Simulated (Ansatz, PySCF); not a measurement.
Reaction (SMILES): [O]=[Sn]=[O] + H+ -> [O]=[Sn]=[OH+]
Structures are relaxed separately at B3LYP-D3(BJ)/def2-TZVP in Ansatz (a first-principles code). Unstable Hartree-Fock reference: [O]=[Sn]=[O], [O]=[Sn]=[OH+]. High T1 diagnostic, so coupled cluster is less sure: [O]=[Sn]=[O], [O]=[Sn]=[OH+].
Geometry of the first species:
```xyz
3

Sn     0.0000     0.0000     0.0000
O      0.0000     0.0000    -1.8140
O      0.0000     0.0000     1.8140
```

Property: proton affinity (0 K, with B3LYP-D3(BJ) harmonic zero-point energies from PySCF), positive where the reaction releases energy, in eV. Valence correlation only, unless marked. Spin-orbit coupling is left out. Frozen are the shells of the preceding noble gas and the d and f shells that filled before the atom's block. In def2 rows, elements after Kr have scalar-relativistic effective core potentials. CBS(X,Y): correlation extrapolated as X^-3; Hartree-Fock from the larger set. The bracket is a focal-point correction in the basis named.

```tsv
level	program	proton affinity (eV)	minus last row
HF/def2-TZVPP	Ansatz	8.76	0.47
HF-D4/def2-TZVPD	PySCF + dftd4	8.73	0.44
BLYP-D3(BJ)/def2-TZVPD	Ansatz + dftd3	8.03	-0.26
M06-L-D4/def2-TZVPD	PySCF + dftd4	8.31	0.02
HSE06-D4/def2-TZVPD	Ansatz + dftd4	8.24	-0.05
B2PLYP-D4/def2-TZVPD	Ansatz + dftd4	8.04	-0.25
MP2/def2-SVP	Ansatz	8.31	0.02
CCSD/def2-TZVPP	Ansatz	8.51	0.22
RI-MP2/CBS(def2-TZVPP,def2-QZVPP)+[CCSD(T)-MP2]/def2-TZVPP	Ansatz	8.28	-0.01
CCSD(T)/CBS(def2-TZVPP,def2-QZVPP)	Ansatz	8.29	0.00
```
